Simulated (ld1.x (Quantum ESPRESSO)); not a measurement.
hydrogen: ultrasoft pseudisation with PBEsol, non-relativistic reference atom.

* Element: hydrogen (H)
* Generator: ld1.x (Quantum ESPRESSO) 7.5
* Type: ultrasoft
* Functional: PBEsol
* Relativity: non-relativistic
* Frozen core: none
* Valence charge: 1
* Reference configuration: 1s0.5 (charge +0.5)
* Partial waves: 1s (bound): rcut 0.75, rcutus 0.90 bohr; 1s channel at -0.35 Ry: rcut 0.75, rcutus 0.90 bohr; 2p channel at 0.35 Ry: rc 0.90 bohr
* Local potential: the p channel
* Core correction: none
* Augmentation charge: PSQ, radius 0.60 bohr

* Cutoffs needed: 18 Ry and 40 Ry (the cutoffs (Ry, on a coarse ladder) from which the occupation-weighted sum of valence levels, in a spherical-Bessel basis at the reference potential, stays within 10 and 1 mRy of its value at 400 Ry)
* Ghost test: no extra level below or beside the all-electron valence levels (s, p, d, f tested) (spherical-Bessel basis up to 400 Ry, 20 bohr box)
* Configuration tests: test run stopped at test 1 of 1 (negative rho)
* Lowest eigenvalue of the overlap operator: 0.98 (s channel)
* Density cutoff estimated by the generator: 519 Ry
